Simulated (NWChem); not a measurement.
System: SiH4O; SMILES [SiH3]O

NWChem input:

```
start job
memory heap 200 mb stack 900 mb global 1100 mb
geometry units angstroms noautosym nocenter noautoz
  Si    -0.020039    -0.495117     0.000000
  O     -0.075849     1.169752     0.000000
  H      0.682283    -1.032242     1.208873
  H     -1.433127    -0.959412     0.000000
  H      0.682283    -1.032242    -1.208873
  H      0.766438     1.632662     0.000000
end
basis spherical
  * library def2-svp
end
dft
  xc pbe0
  iterations 150
end
cosmo
  do_cosmo_smd true
  solvent water
end
task dft energy
```

All runs use the structure optimised with PBE0/def2-SVP. Solvent: water.

Level: PBE0/def2-SVP with SMD (1 M gas to 1 M solution), gas-phase geometry. Reactions with the solvent are ignored.

Problem. Predict the main results of this run. (PBE0/def2-SVP, SMD on the gas-phase geometry.) Quantities: solvation free energy (kcal/mol); cavity-dispersion-structure term (kcal/mol); dipole in solution (D).

Solution. 
```json
{
 "solvation free energy (kcal/mol)": "-3.0",
 "cavity-dispersion-structure term (kcal/mol)": "2.3",
 "dipole in solution (D)": "1.77"
}
```
